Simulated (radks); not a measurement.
The phosphorus anion P3-, [Ar], held by a Watson sphere: a shell of charge +3 at radius R that stands for the Madelung well of a crystal (potential energy -3/R inside, -3/r outside, in hartree with lengths in bohr). Method: scalar-relativistic Kohn-Sham, r2SCAN, spin-unpolarised, spherical densities, finite nucleus; meta-GGA in the generalised Kohn-Sham scheme; Fermi nuclear charge, rms radius of each element as measured or else 0.836 A^(1/3) + 0.57 fm; computed with a radial shooting solver on a logarithmic mesh with Libxc functionals.

R (bohr),e(2p) (eV),e(3s) (eV),e(3p) (eV),<r> 3p (bohr),sum of <r^2> (bohr^2),X-ray form factor at sin(theta)/lambda = 0.3 1/angstrom
2.1,-123.27,-17.049,-8.262,2.271,47.16,8.461
2.14,-123.24,-16.893,-8.174,2.287,47.77,8.455
2.22,-123.18,-16.585,-7.999,2.320,49.01,8.445
3.48,-123.13,-12.909,-5.386,2.814,69.74,8.511
3.64,-123.10,-12.592,-5.111,2.874,72.53,8.522
4.05,-122.98,-11.904,-4.479,3.025,79.87,8.544
4.21,-122.93,-11.678,-4.260,3.083,82.84,8.549
4.55,-122.82,-11.269,-3.840,3.205,89.36,8.557
